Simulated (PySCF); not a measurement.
## Calculated data, CH$_{3}$BFSi

All values are calculated (PySCF 2.14.0). Calculation on a computer-drawn molecule: the log of a Hartree-Fock and frozen-core CCSD(T) single point meant for a local Hartree-Fock minimum, with one planted fault or none, to be diagnosed. Offsets are logged minus clean, where the clean run is the same molecule without the fault. The reference is restricted for singlets and unrestricted otherwise, and also for a bond in bohr or an excited solution. Adding or removing an electron swaps singlet and doublet. The excited solution moves the top pair (singlet) or top alpha electron (doublet) to the lowest empty orbital. Highest occupied and lowest empty are orbital energies over both spins, largest force is the largest gradient component, triples share is (T) over the correlation energy, the T1 limit is 0.02 restricted and 0.045 unrestricted, electrons count all cores, a negative frequency is imaginary (commonest isotopes), and the dipole is about the centre of nuclear charge.

Entry: CH$_{3}$BFSi

Logged structure:
```xyz
7
CH3BFSi
B     -1.3230    -1.2508    -1.3500
C     -0.0298    -0.9326    -0.9715
Si     1.0442    -0.1082    -2.2092
F      0.1112     0.1602    -3.5216
H     -2.4102    -1.5023    -1.7170
H      0.3861    -1.1840    -0.0009
H      1.5668     1.2096    -1.7724
```

- meant charge: 0
- meant multiplicity: 2
- meant basis: cc-pV(D+d)Z
- logged electrons: 37
- logged basis functions: 80
- logged SCF converged: yes
- logged spin squared: 0.7751
- logged highest occupied: -8.3153 eV
- logged lowest empty: 1.6589 eV
- logged largest force: 3.261e-05 hartree/bohr
- logged lowest frequency: 123.54 cm⁻¹
- logged T1 diagnostic: 0.018483
- logged D1 diagnostic: 0.057001
- logged triples share: 0.028044
- logged CC converged: yes
- logged dipole magnitude: 2.1374 debye
- logged SCF stable within its kind: yes
- logged energy HF: -452.6496 hartree
- logged energy CCSD(T): -453.16757 hartree
- possible faults: no fault, one electron removed, one electron added, multiplicity raised by two, geometry at a saddle point, SCF held on an excited solution, minimal basis STO-3G, one bond length entered in bohr, all coordinates scaled
- planted fault: ?

Drawn bonds:
```tsv
atom	other atom	order
1	2	1
2	3	2
3	4	1
1	5	1
2	6	1
3	7	1
```

Questions
1. Which fault was planted in the run of CH$_{3}$BFSi?

Answers
1. no fault

Further results for CH$_{3}$BFSi:

* HF energy offset from clean run: 0 kcal/mol
* CCSD(T) energy offset from clean run: 0 kcal/mol
